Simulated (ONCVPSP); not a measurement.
# PBE ONCV dataset for lutetium, scalar-relativistic all-electron reference.

ONCVPSP 4.0.1 was run on this input:

```
# ATOM AND REFERENCE CONFIGURATION
# atsym  z   nc   nv     iexc    psfile
  Lu 71.00    9    3        4      upf
#
#   n    l    f
    1    0    2.00
    2    0    2.00
    2    1    6.00
    3    0    2.00
    3    1    6.00
    3    2   10.00
    4    0    2.00
    4    1    6.00
    4    2   10.00
    4    3   14.00
    5    0    2.00
    5    1    6.00
#
# PSEUDOPOTENTIAL AND OPTIMIZATION
# lmax
    3
#
#   l,   rc,      ep,       ncon, nbas, qcut
    0    1.70    0.00    4    7    8.50
    1    1.95    0.00    4    8    6.70
    2    1.75    0.05    3    6    6.00
    3    1.00    0.00    4    9   15.40
#
# LOCAL POTENTIAL
# lloc, lpopt,  rc(5),   dvloc0
    4    5    0.75    4.00
#
# VANDERBILT-KLEINMAN-BYLANDER PROJECTORs
# l, nproj, debl
    0    2    2.50
    1    2    3.00
    2    2    0.60
    3    1    1.70
#
# MODEL CORE CHARGE
# icmod, fcfact, rcfact
    0    0.00    0.00
#
# LOG DERIVATIVE ANALYSIS
# epsh1, epsh2, depsh
   -5.00    5.00    0.04
#
# OUTPUT GRID
# rlmax, drl
    6.00    0.01
#
# TEST CONFIGURATIONS
# ncnf
    4
# nvcnf
#   n    l    f
    5
    4    3   14.00
    5    0    2.00
    5    1    6.00
    5    2    1.00
    6    0    2.00
#
    5
    4    3   14.00
    5    0    2.00
    5    1    6.00
    5    2    1.00
    6    0    1.00
#
    4
    4    3   14.00
    5    0    2.00
    5    1    6.00
    5    2    1.00
#
    5
    4    3   14.00
    5    0    2.00
    5    1    6.00
    6    0    2.00
    6    1    1.00
#
```

Command:

```bash
oncvpsp.x < Lu.dat > Lu.out
```

Output (shortened: citation, most of the input echo, consistency checks and plot data are left out):

```
ONCVPSP  (Optimized Norm-Conservinng Vanderbilt PSeudopotential)
scalar-relativistic version 4.0.1

#   n    l    f        energy (Ha)
    1    0    2.00    -2.3252506E+03
    2    0    2.00    -3.9662259E+02
    2    1    6.00    -3.4900809E+02
    3    0    2.00    -9.0636095E+01
    3    1    6.00    -7.6350152E+01
    3    2   10.00    -5.9212893E+01
    4    0    2.00    -1.8825244E+01
    4    1    6.00    -1.4139383E+01
    4    2   10.00    -8.0302791E+00
    4    3   14.00    -1.3305261E+00
    5    0    2.00    -3.2231407E+00
    5    1    6.00    -2.1300798E+00

Reference configufation results
  iterations    29
  all-electron total energy (Ha)   -1.45618522D+04

Begin loop to  construct optimized pseudo wave functions
and semi-local pseudopoentials for all angular momenta

WARNING wellstate: negative energy specified for n= 6 l=  0
WARNING scattering state with energy  0.25000000
WARNING will be used for the first projector

   Wellstate for l =  0  n =  8
     eigenvalue =   0.2500
     asymptotic potential =   0.7500
     half-point radius =  5.9262

Calculating optimized projector #   1

 for l=   0

    Fraction of norm inside rc  0.906942
    Optimizing pswf for qcut=   8.50 a_B^-1,  ecut=  36.09 Ha
    Residual kinetic energy error=  1.93D-07 Ha

    Energy error per electron        Cutoff
         Ha          eV             Ha
         0.01000     0.27211       17.51
         0.00100     0.02721       22.46
         0.00010     0.00272       26.66
         0.00001     0.00027       29.97

Calculating optimized projector #   2

 for l=   0

    Fraction of norm inside rc  0.031593
    Optimizing pswf for qcut=   8.50 a_B^-1,  ecut=  36.09 Ha
    Residual kinetic energy error=  1.04D-07 Ha

    Energy error per electron        Cutoff
         Ha          eV             Ha
         0.01000     0.27211       13.56
         0.00100     0.02721       20.07
         0.00010     0.00272       25.38
         0.00001     0.00027       29.44

   Wellstate for l =  1  n =  8
     eigenvalue =   0.8699
     asymptotic potential =   1.3699
     half-point radius =  4.8227

Calculating optimized projector #   1

 for l=   1

    Fraction of norm inside rc  0.884485
    Optimizing pswf for qcut=   6.70 a_B^-1,  ecut=  22.41 Ha
    Residual kinetic energy error=  1.67D-06 Ha

    Energy error per electron        Cutoff
         Ha          eV             Ha
         0.01000     0.27211        6.90
         0.00100     0.02721        9.50
         0.00010     0.00272       16.75
         0.00001     0.00027       19.95

Calculating optimized projector #   2

 for l=   1

    Fraction of norm inside rc  0.052593
    Optimizing pswf for qcut=   6.70 a_B^-1,  ecut=  22.41 Ha
    Residual kinetic energy error=  8.48D-06 Ha

    Energy error per electron        Cutoff
         Ha          eV             Ha
         0.01000     0.27211        6.41
         0.00100     0.02721        9.60
         0.00010     0.00272       18.22
         0.00001     0.00027       22.64

WARNING wellstate: moderately localized bound state found for n= 5 l=  2
WARNING scattering state with energy  0.05000000
WARNING will be used for the first projector

   Wellstate for l =  2  n =  7
     eigenvalue =   0.0500
     asymptotic potential =   0.5500
     half-point radius =  7.0152

   Wellstate for l =  2  n =  7
     eigenvalue =   0.6500
     asymptotic potential =   1.1500
     half-point radius =  4.2725

Calculating optimized projector #   1

 for l=   2

    Fraction of norm inside rc  0.064596
    Optimizing pswf for qcut=   6.00 a_B^-1,  ecut=  17.99 Ha
    Residual kinetic energy error=  6.89D-07 Ha

    Energy error per electron        Cutoff
         Ha          eV             Ha
         0.01000     0.27211        7.47
         0.00100     0.02721       10.74
         0.00010     0.00272       13.44
         0.00001     0.00027       15.71

Calculating optimized projector #   2

 for l=   2

    Fraction of norm inside rc  0.070321
    Optimizing pswf for qcut=   6.00 a_B^-1,  ecut=  17.99 Ha
    Residual kinetic energy error=  1.79D-06 Ha

    Energy error per electron        Cutoff
         Ha          eV             Ha
         0.01000     0.27211        8.46
         0.00100     0.02721       11.65
         0.00010     0.00272       14.20
         0.00001     0.00027       16.40

Calculating optimized projector #   1

 for l=   3

    Fraction of norm inside rc  0.816459
    Optimizing pswf for qcut=  15.38 a_B^-1,  ecut= 118.30 Ha
    Residual kinetic energy error=  4.00D-04 Ha

    Energy error per electron        Cutoff
         Ha          eV             Ha
         0.01000     0.27211      100.77
         0.00100     0.02721      112.70
         0.00010     0.00272      252.99
         0.00001     0.00027      387.11

Construct Vanderbilt / Kleinmman-Bylander projectors

B matrix Hermiticity error, ll=   0
   1   2    3.0305E-04

  Orthonormal projector coefficients  2.0649E+01  2.0060E+00

B matrix Hermiticity error, ll=   1
   1   2    2.3943E-04

  Orthonormal projector coefficients  1.5901E+01  1.1704E+00

B matrix Hermiticity error, ll=   2
   1   2   -1.9435E-05

  Orthonormal projector coefficients  9.9906E+00  6.9339E-01

Pseudoatom total energy -263.519807

Diagnostic tests using Vanderbilt-Kleinman-Bylander pseudopotentials
  1 or more projectors used as specified by nproj input data

   l    rcore       rmatch      e in        delta e   norm test  slope test

   0   1.7010916   1.7527405  -3.2231407   0.0000012   1.0001726   1.0001732
   0   1.7010916   1.7527405   0.2500000   0.0000467   1.0003070   1.0003070

   1   1.9520065   2.0112737  -2.1300798  -0.0000033   1.0000725   1.0000782
   1   1.9520065   2.0112737   0.8699202   0.0000467   1.0000777   1.0000777

   2   1.7527405   1.8059575   0.0500000   0.0000148   1.0002088   1.0002088
   2   1.7527405   1.8059575   0.6500000   0.0000072   1.0002815   1.0002815

   3   1.0048596   1.0353694  -1.3305261   0.0000141   1.0000106   0.9999866

 Testing for bound ghosts
   n   l    E NL Schr. Eq   E Basis Diag.   E Cutoff

       0                      -17.200022     65.61  WARNING - GHOST(-)
   1   0       -3.223139       -3.223122     65.61

   2   1       -2.130083       -2.130074     79.75

   3   2       -0.922044       -0.918311     61.22

   4   3       -1.330512       -1.327184    385.17

 Testing for highly-localized positive-energy ghosts
       l    <radius>/rc     E Basis Diag.   E Cutoff

       1        0.214760       -0.046647     79.75  WARNING - GHOST(+)

Test configuration 0

   n   l     f        eae           eps        diff
   1   0  2.0000-2325.25059025
   2   0  2.0000 -396.62259428
   2   1  6.0000 -349.00808701
   3   0  2.0000  -90.63609532
   3   1  6.0000  -76.35015210
   3   2 10.0000  -59.21289324
   4   0  2.0000  -18.82524427
   4   1  6.0000  -14.13938267
   4   2 10.0000   -8.03027911
   4   3 14.0000   -1.33052610   -1.33051198    1.41D-05
   5   0  2.0000   -3.22314068   -3.22313944    1.24D-06
   5   1  6.0000   -2.13007976   -2.13008307   -3.31D-06

    Total energies and differences
      AE_ref= -1.45618522D+04  AE_tst= -1.45618522D+04  dif=  0.00D+00
      PS_ref= -2.63519807D+02  PS_tst= -2.63519807D+02  dif=  7.39D-13
      PSP excitation error= -7.39D-13

Test configuration 1

psatom: WARNING lschvkbb convergence error n,l,iter=   3   2  49
ea(ii),et,emin,emax -1.253081E-01 -1.127773E-01 -1.127773E-01 -1.127773E-01
run_config: WARNING for fully non-local PS atom, stg. 2
 WARNING no output for configuration 2

Test configuration 2

   n   l     f        eae           eps        diff
   1   0  2.0000-2324.51635311
   2   0  2.0000 -395.88900639
   2   1  6.0000 -348.27421229
   3   0  2.0000  -89.90819034
   3   1  6.0000  -75.62217856
   3   2 10.0000  -58.48417305
   4   0  2.0000  -18.09594391
   4   1  6.0000  -13.40936529
   4   2 10.0000   -7.29926503
   4   3 14.0000   -0.60010037   -0.60151120   -1.41D-03
   5   0  2.0000   -2.49061525   -2.49089687   -2.82D-04
   5   1  6.0000   -1.41031480   -1.41047528   -1.60D-04
   5   2  1.0000   -0.28920603   -0.28905640    1.50D-04
   6   0  1.0000   -0.37522948   -0.37528547   -5.60D-05

    Total energies and differences
      AE_ref= -1.45618522D+04  AE_tst= -1.45630736D+04  dif= -1.22D+00
      PS_ref= -2.63519807D+02  PS_tst= -2.64741467D+02  dif= -1.22D+00
      PSP excitation error=  2.56D-04

Test configuration 3

   n   l     f        eae           eps        diff
   1   0  2.0000-2324.81237825
   2   0  2.0000 -396.18303970
   2   1  6.0000 -348.56837581
   3   0  2.0000  -90.20111884
   3   1  6.0000  -75.91512588
   3   2 10.0000  -58.77716856
   4   0  2.0000  -18.38923957
   4   1  6.0000  -13.70277486
   4   2 10.0000   -7.59274822
   4   3 14.0000   -0.89339711   -0.89516715   -1.77D-03
   5   0  2.0000   -2.78461510   -2.78484140   -2.26D-04
   5   1  6.0000   -1.70270275   -1.70278630   -8.35D-05
   5   2  1.0000   -0.55354634   -0.55333244    2.14D-04

    Total energies and differences
      AE_ref= -1.45618522D+04  AE_tst= -1.45625856D+04  dif= -7.33D-01
      PS_ref= -2.63519807D+02  PS_tst= -2.64253257D+02  dif= -7.33D-01
      PSP excitation error=  3.99D-05

Test configuration 4

psatom: WARNING lschvkbb convergence error n,l,iter=   3   1  52
ea(ii),et,emin,emax -9.723099E-02 -8.750789E-02 -8.750789E-02 -8.750789E-02
run_config: WARNING for fully non-local PS atom, stg. 2
 WARNING no output for configuration 5
```

Note: ghosts flagged at negative energy: s at -468.0 eV, p at -1.27 eV; no localised positive-energy state flagged. A true bound ghost makes a file unfit for plane-wave use.

The run took about 7.1 s on one core of a shared server CPU.
